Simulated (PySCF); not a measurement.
Computed properties of CH5ClF2Si2, SMILES [SiH3][Si@@](F)(CF)Cl

CH5ClF2Si2, SMILES FC[Si@](F)([SiH3])Cl. The structure is a stationary point at B3LYP-D3(BJ)/def2-SVP. The structure was generated by enumeration; whether it is a known compound was not checked. The values are those of a single conformer. All values are computed for the isolated molecule unless a solvent is named; none is compared with measurement here.

**Structure.** All 27 harmonic modes at B3LYP-D3(BJ)/def2-SVP (PySCF) are real, so it is a minimum. With heavy atoms numbered as in [F:1][CH2:2][Si@:3]([F:4])([SiH3:5])[Cl:6], the shortest bond between them is F1–C2 at 1.394 Å and the longest Si3–Si5 at 2.339 Å.

**Vibrations.** The strongest infrared lines (harmonic, unscaled, degenerate partners summed) lie at 875 cm⁻¹ (194 km/mol, H 72 %, Si 18 %, F 9 %), 599 cm⁻¹ (140 km/mol, Si 66 %, Cl 18 %, H 12 %), 2235 cm⁻¹ (77 km/mol, H 96 %). The softest mode is at 57 cm⁻¹ and the zero-point energy is 37.6 kcal/mol.

**Electronic structure.** ωB97X/def2-TZVP (PySCF) places the frontier levels at -10.65 and 1.60 eV, a gap of 12.25 eV, and gives a dipole moment of 1.28 D and a mean polarisability of 75.9 bohr³. PBE/def2-TZVP (PySCF) at the same geometry gives -7.04 and -1.42 eV, so its gap is 6.63 eV narrower. An orbital gap is neither the optical nor the fundamental gap.

**Excitations.** TDDFT-PBE0/def2-SVPD (PySCF) has S1 at 6.49 eV (191 nm, f = 0.014, weak); the most intense of the 10 singlets computed lies at 7.57 eV (f = 0.24). T1 (TDA) is at 5.80 eV. TDDFT-PBE/def2-SVPD (PySCF) puts S1 at 5.87 eV. No vertical singlet excitation falls in the visible range (under 3.1 eV).

**NMR.** GIAO shifts at PBE0/pcSseg-1 (PySCF) (non-relativistic, atoms alike by connectivity averaged): ¹³C at 84.6 ppm against TMS; ¹H from 3.9 to 4.9 ppm against TMS; ²⁹Si from -106.6 to 42.2 ppm against TMS; ¹⁹F from -302.5 to -160.8 ppm against CFCl3. Without spin–orbit terms, shifts of atoms bonded to Cl or Br come out too high.
